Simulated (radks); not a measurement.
Values are calculated unless marked as measured or tabulated.
All-electron atom: the magnesium ion Mg5+ in [He] 2s2 2p3. Level of theory: Dirac Kohn-Sham, PBEsol, spin-unpolarised, spherical densities, finite nucleus; open shells fill j = l - 1/2 first; Fermi nuclear charge, rms radius 3.057 fm (a radial shooting solver on a logarithmic mesh with Libxc functionals).

Normalised radial functions P(r) = r R(r) (large component), r in bohr:

```
   r/bohr * 1s1/2, o 2p1/2, + 2p3/2 (the largest magnitude, 2.49, reaches the edge; | marks zero, & curves that meet)
 0.009213 &              *
  0.01125 &                 *
  0.01374 &                    *
  0.01679 &                        *
  0.02034 |&                          *
  0.02484 |&                               *
  0.03035 |&                                    *
  0.03706 | &                                       *
  0.04527 | &                                            *
  0.05485 |  &                                               *
    0.067 |   &                                                 *
  0.08183 |     &                                                *
  0.09995 |       &                                             *
   0.1211 |         &                                        *
   0.1479 |            &                                *
   0.1807 |                &                     *
   0.2207 |                   &         *
   0.2695 |                    *  &
   0.3266 |            *            &
   0.3989 |      *                    &
   0.4872 |  *                        &
    0.595 |*                        &
   0.7268 *                     &
   0.8806 *                &
    1.076 *          &
    1.314 *      &
    1.605 *  &
     1.96 *&
```

1s1/2: eigenvalue -1402.3 eV, 0 radial nodes, <r> = 0.131 bohr, 90 % of the charge inside 0.233 bohr. 2p1/2: eigenvalue -164.33 eV, 0 radial nodes, <r> = 0.575 bohr, 90 % of the charge inside 0.946 bohr. 2p3/2: eigenvalue -163.94 eV, 0 radial nodes, <r> = 0.576 bohr, 90 % of the charge inside 0.948 bohr.
